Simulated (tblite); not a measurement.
C5H11GeN2P.
Atom-mapped SMILES: `[CH3:1][CH:2]([CH3:3])[c:4]1[n:5][n:6]([GeH3:7])[cH:8][p:9]1` (hydrogens: H10, H11, H12 on C1; H13 on C2; H14, H15, H16 on C3; H17, H18, H19 on Ge7; H20 on C8)

Computed with GFN2-xTB (tblite), gas phase: L-BFGS steps from a force-field or distance-geometry start until the largest atomic force falls under 0.01 eV/Å.

Step 21: E = -723.8471 eV
```
atom  x, y, z in Å  |  force x, y, z in eV/Å
C1     -2.3405    1.0521   -0.7535   -0.028   0.036  -0.009
C2     -1.5897    0.1982    0.2680   -0.017   0.020  -0.012
C3     -2.2680   -1.1622    0.4267   -0.023  -0.004   0.014
C4     -0.1766   -0.0169   -0.1731   -0.022  -0.067  -0.051
N5      0.8293    0.3709    0.5629    0.030  -0.072  -0.083
N6      1.9928    0.0286    0.0074    0.073  -0.039   0.004
Ge7     3.4967    0.4428    0.9841   -0.011   0.016  -0.069
C8      1.8991   -0.6368   -1.1602   -0.001   0.024   0.041
P9      0.2780   -0.8689   -1.6696    0.000   0.030   0.088
H10    -3.4154    0.9461   -0.6225    0.010   0.026   0.021
H11    -2.0799    0.7305   -1.7620   -0.055  -0.006   0.003
H12    -2.0819    2.1031   -0.6461    0.050  -0.008  -0.037
H13    -1.5707    0.7078    1.2372    0.021  -0.008  -0.011
H14    -2.3656   -1.6428   -0.5458    0.044  -0.022   0.008
H15    -3.2590   -1.0457    0.8576   -0.043   0.015   0.002
H16    -1.6822   -1.8032    1.0815    0.009  -0.035  -0.009
H17     3.0318    1.4347    1.9771   -0.006   0.042   0.025
H18     4.0117   -0.8201    1.5917    0.015  -0.040   0.047
H19     4.4683    0.9496   -0.0315    0.068   0.047   0.045
H20     2.8166   -0.9572   -1.6329   -0.113   0.046  -0.017
```

Step 22: E = -723.8494 eV
```
atom  x, y, z in Å  |  force x, y, z in eV/Å
C1     -2.3365    1.0515   -0.7530   -0.051   0.072  -0.027
C2     -1.5893    0.1993    0.2721   -0.042  -0.002  -0.037
C3     -2.2670   -1.1618    0.4275   -0.027  -0.042   0.023
C4     -0.1770   -0.0178   -0.1709   -0.012  -0.074  -0.028
N5      0.8313    0.3661    0.5637    0.016  -0.033  -0.057
N6      1.9937    0.0262    0.0050    0.050  -0.035   0.002
Ge7     3.4961    0.4441    0.9831   -0.041   0.013  -0.054
C8      1.8955   -0.6358   -1.1635    0.001   0.008   0.032
P9      0.2728   -0.8697   -1.6679    0.019   0.037   0.071
H10    -3.4126    0.9600   -0.6232   -0.002  -0.008   0.047
H11    -2.0829    0.7267   -1.7623   -0.035  -0.031   0.014
H12    -2.0709    2.1003   -0.6526    0.073   0.033  -0.026
H13    -1.5708    0.7094    1.2419    0.016  -0.020  -0.040
H14    -2.3588   -1.6453   -0.5444    0.035   0.003   0.002
H15    -3.2598   -1.0544    0.8572   -0.034   0.044  -0.010
H16    -1.6809   -1.8027    1.0813    0.028  -0.043   0.018
H17     3.0248    1.4340    1.9750   -0.004   0.043   0.024
H18     4.0057   -0.8184    1.5938    0.028  -0.049   0.050
H19     4.4700    0.9535   -0.0270    0.077   0.048   0.031
H20     2.8114   -0.9546   -1.6389   -0.095   0.035  -0.033
```

Step 23: E = -723.8516 eV
```
atom  x, y, z in Å  |  force x, y, z in eV/Å
C1     -2.3332    1.0520   -0.7530   -0.050   0.079  -0.030
C2     -1.5897    0.2002    0.2756   -0.048  -0.028  -0.051
C3     -2.2662   -1.1623    0.4288   -0.022  -0.061   0.024
C4     -0.1777   -0.0199   -0.1685   -0.004  -0.058   0.008
N5      0.8337    0.3607    0.5639   -0.009   0.015  -0.003
N6      1.9952    0.0231    0.0024    0.002  -0.020   0.006
Ge7     3.4946    0.4456    0.9812   -0.040   0.006  -0.009
C8      1.8919   -0.6347   -1.1665   -0.003  -0.014   0.007
P9      0.2677   -0.8700   -1.6652    0.025   0.018   0.013
H10    -3.4098    0.9745   -0.6230   -0.016  -0.029   0.070
H11    -2.0865    0.7219   -1.7622   -0.020  -0.048   0.021
H12    -2.0579    2.0983   -0.6598    0.084   0.061  -0.017
H13    -1.5706    0.7107    1.2457    0.008  -0.028  -0.063
H14    -2.3513   -1.6476   -0.5431    0.021   0.021  -0.002
H15    -3.2611   -1.0628    0.8566   -0.019   0.064  -0.021
H16    -1.6790   -1.8029    1.0818    0.031  -0.037   0.035
H17     3.0174    1.4340    1.9731   -0.001   0.036   0.013
H18     3.9999   -0.8173    1.5968    0.033  -0.037   0.040
H19     4.4731    0.9584   -0.0217    0.078   0.044   0.019
H20     2.8046   -0.9513   -1.6459   -0.050   0.015  -0.061
```

Q: Estimate the geometry and energy of step 24. (The exact step hangs on the optimiser's Hessian estimate; all steps are aligned on step 23, rigid shifts and turns removed.)

A: E = -723.8537 eV, largest force 0.104 eV/Å
```
atom  x, y, z in Å  |  force x, y, z in eV/Å
C1     -2.3309    1.0540   -0.7534   -0.027   0.057  -0.016
C2     -1.5909    0.2006    0.2778   -0.034  -0.045  -0.052
C3     -2.2659   -1.1637    0.4305   -0.009  -0.054   0.016
C4     -0.1784   -0.0231   -0.1659    0.001  -0.027   0.037
N5      0.8360    0.3555    0.5641   -0.039   0.049   0.046
N6      1.9966    0.0197    0.0000   -0.048   0.000   0.010
Ge7     3.4925    0.4471    0.9792   -0.013  -0.003   0.040
C8      1.8884   -0.6340   -1.1693   -0.009  -0.031  -0.016
P9      0.2630   -0.8700   -1.6624    0.017  -0.011  -0.051
H10    -3.4077    0.9880   -0.6215   -0.023  -0.033   0.084
H11    -2.0908    0.7165   -1.7619   -0.013  -0.053   0.023
H12    -2.0440    2.0976   -0.6671    0.081   0.064  -0.012
H13    -1.5701    0.7114    1.2481   -0.003  -0.030  -0.073
H14    -2.3439   -1.6493   -0.5419    0.005   0.025  -0.004
H15    -3.2629   -1.0697    0.8555   -0.002   0.071  -0.028
H16    -1.6767   -1.8038    1.0830    0.019  -0.021   0.040
H17     3.0106    1.4346    1.9715    0.003   0.025  -0.002
H18     3.9949   -0.8167    1.6004    0.030  -0.011   0.024
H19     4.4778    0.9641   -0.0159    0.065   0.033   0.018
H20     2.7972   -0.9479   -1.6539    0.002  -0.006  -0.086
```

The energy changes by -0.0021 eV. The first-order estimate −F·Δx gives -0.0029 eV and the mean of the old and new forces, exact on a quadratic surface, -0.0021 eV. The step makes an angle of 72° with the force vector and moves no atom by more than 0.016 Å.

What follows is the cost of the whole relaxation. On one thread of an Intel Xeon Platinum 8488C, shared host with 192 logical CPUs at a one-minute load of 10, this took 1.2 s of wall time.
